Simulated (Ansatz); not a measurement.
A run for Ansatz (a first-principles code): R-wB97M-V/def2-TZVPP on CH6SSi (SMILES C[SiH2]S), a point of a torsion scan.

Ansatz 0.2 input:
```yaml
crystal:
  periodic: [false, false, false]
  atoms:
    - {symbol: C, position_ang: [-1.03917229, 0.53118538, 0.11347704]}
    - {symbol: Si, position_ang: [0.24033181, -0.84240490, -0.08548523]}
    - {symbol: S, position_ang: [2.10130023, -0.02350625, 0.63683011]}
    - {symbol: H, position_ang: [-2.01543739, 0.20266212, -0.22916929]}
    - {symbol: H, position_ang: [-0.76167830, 1.41211127, -0.45931839]}
    - {symbol: H, position_ang: [-1.13275932, 0.83276290, 1.15337809]}
    - {symbol: H, position_ang: [-0.05962951, -2.01438168, 0.73309870]}
    - {symbol: H, position_ang: [0.44996036, -1.21914277, -1.48111849]}
    - {symbol: H, position_ang: [2.83299406, -1.10383305, 0.41715099]}
basis:
  gaussian:
    orbitals: def2-TZVPP
hamiltonian:
  xc: {name: wB97M-V}
scf: {lower_state_search: off}
```

Program output:

```
WARN ansatz: RAYON_NUM_THREADS=1 ignored (pool sized by the plan → 1); use --threads N
Functional definition: wB97M-V
these checks for a lower state are left out or cut short: stability, starts, cluster_reference, orbital_swaps, neighbouring_geometries, increment
integrals: 0.16 GiB planned
1116 factors; their error is unknown
integrals: 0.19 GiB planned
261 factors; integrals over basis functions are off by at most 1.1e-5 eV
mean field: 1.21 GiB planned
mean field evaluation 1: about -19844.7897 eV, gradient 3.7e1 eV
mean field evaluation 2: about -19846.0958 eV, gradient 2.7e1 eV
mean field evaluation 4: about -19847.7811 eV, gradient 5.9e-1 eV
mean field evaluation 8: about -19847.7919 eV, gradient 2.9e-1 eV
mean field evaluation 16: about -19847.7920 eV, gradient 5.4e-6 eV
mean field -19847.79195431 eV, -729.3929010043 hartree, gradient 5.3e-6 eV, S^2 0.000000; 0 other end points of the search recorded, 0 dependent functions left out
reference -19847.79200211 eV, -729.3929027608 hartree; 21, 21 occupied and 178, 178 virtual orbitals, 1116 factors
Total energy: -19847.79200211 eV, -729.3929027608 hartree
Checks for a lower state left out: stability, starts, cluster_reference, orbital_swaps, neighbouring_geometries, increment
```

The calculation finished and met its thresholds.

Cost: very roughly 6 core-seconds.
